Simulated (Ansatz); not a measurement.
Start from `O[SiH2]/C=C/Cl` and change one atom or group to get `O/C=C/[SiH2]O`.

Ansatz, PBE0-D4/def2-TZVP geometries, multiplicity 1. Each molecule was computed in one conformer, which needn't be the lowest.

| property | `O[SiH2]/C=C/Cl` |
| --- | --- |
| HOMO–LUMO gap (PBE0/def2-TZVPP) / eV | 6.89 |
| HOMO–LUMO gap (ωB97M-V/def2-TZVPP) / eV | 11.14 |
| HOMO–LUMO gap (B3LYP/def2-TZVPP) / eV | 6.46 |
| HOMO energy (ωB97M-V/def2-TZVPP) / eV | -9.78 |
| HOMO energy (B3LYP/def2-TZVPP) / eV | -7.38 |
| HOMO energy (PBE/def2-TZVPP) / eV | -6.46 |

(1) What does the change do to each property? (Best estimate.)

## Answers

(1) Computed: 
```csv
property,`O/C=C/[SiH2]O`,shift
HOMO–LUMO gap (PBE0/def2-TZVPP) / eV,7.06,0.17
HOMO–LUMO gap (ωB97M-V/def2-TZVPP) / eV,11.12,-0.02
HOMO–LUMO gap (B3LYP/def2-TZVPP) / eV,6.61,0.15
HOMO energy (ωB97M-V/def2-TZVPP) / eV,-9.26,0.52
HOMO energy (B3LYP/def2-TZVPP) / eV,-6.83,0.55
HOMO energy (PBE/def2-TZVPP) / eV,-5.86,0.60
```

With PBE0 the HOMO rises by 0.57 eV and the LUMO rises by 0.74 eV, so the gap widens by about 0.17 eV. PBE moves the HOMO by 0.60 eV and ωB97M-V by 0.52 eV.

B3LYP here is the variant with VWN-RPA as its local correlation; programs differ in this.
